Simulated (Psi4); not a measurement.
A dimer, H2 ··· H4OSi (SMILES [H][H] and O[SiH3]); the first 2 atoms form monomer A.

```
8

H      0.3719     0.0000     0.0000
H     -0.3719     0.0000     0.0000
Si    -1.1999     2.0560     2.2436
O     -0.2026     3.2700     2.7560
H     -2.4369     1.9831     3.0603
H     -0.5293     0.7335     2.3075
H     -1.5410     2.3782     0.8444
H      0.1338     3.2407     3.6545
```

Problem. What interaction energy does SAPT0/jun-cc-pVDZ, frozen core in Psi4 give, and which attractive term is the largest?

Solution. Total 1.42 kcal/mol: electrostatics -0.66, exchange 2.92, induction -0.23, dispersion -0.62. The most attractive term is electrostatics.
